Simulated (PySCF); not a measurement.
Si(Me)2(OMe)(OSiH3), SMILES [Si](OC)(C)(C)O[SiH3], GFN2-xTB optimised geometry.

```
19

C     -0.89    -2.45     1.88
O     -1.02    -1.15     1.39
Si    -0.41    -0.53     0.00
C     -1.12    -1.40    -1.54
C      1.49    -0.53     0.00
O     -0.95     0.99     0.00
Si    -1.48     2.35     0.71
H     -1.43    -2.50     2.83
H      0.16    -2.69     2.06
H     -1.31    -3.18     1.19
H     -0.77    -2.42    -1.62
H     -0.83    -0.89    -2.45
H     -2.20    -1.42    -1.51
H      1.88    -0.08     0.91
H      1.89     0.03    -0.84
H      1.89    -1.54    -0.06
H     -1.89     3.18    -0.43
H     -2.59     2.05     1.61
H     -0.36     2.95     1.44
```

Density from B3LYP/def2-SVP in PySCF at that geometry.

Minimum of the electron density along straight lines between bonded atoms, close to the bond critical point (lines longer than 1.1 times the sum of covalent radii, or with two minima, are not listed):

```csv
bond,length / Å,ρ at the minimum / e bohr⁻³,∇²ρ there / e bohr⁻⁵,position (fraction from the first atom)
C1–O2,1.397,0.258,-0.34,0.34
O2–Si3,1.633,0.127,1.05,0.59
Si3–C4,1.902,0.113,0.32,0.38
Si3–C5,1.903,0.113,0.32,0.38
Si3–O6,1.620,0.127,1.08,0.42
O6–Si7,1.618,0.127,1.09,0.59
C1–H8,1.090,0.284,-1.09,0.64
C1–H9,1.093,0.282,-1.07,0.63
C1–H10,1.093,0.282,-1.07,0.63
C4–H11,1.087,0.271,-0.96,0.62
C4–H12,1.085,0.272,-0.97,0.62
C4–H13,1.087,0.272,-0.97,0.62
C5–H14,1.087,0.272,-0.97,0.62
C5–H15,1.085,0.272,-0.97,0.62
C5–H16,1.087,0.271,-0.96,0.62
Si7–H17,1.462,0.119,0.34,0.49
Si7–H18,1.461,0.119,0.34,0.49
Si7–H19,1.464,0.118,0.33,0.49
```
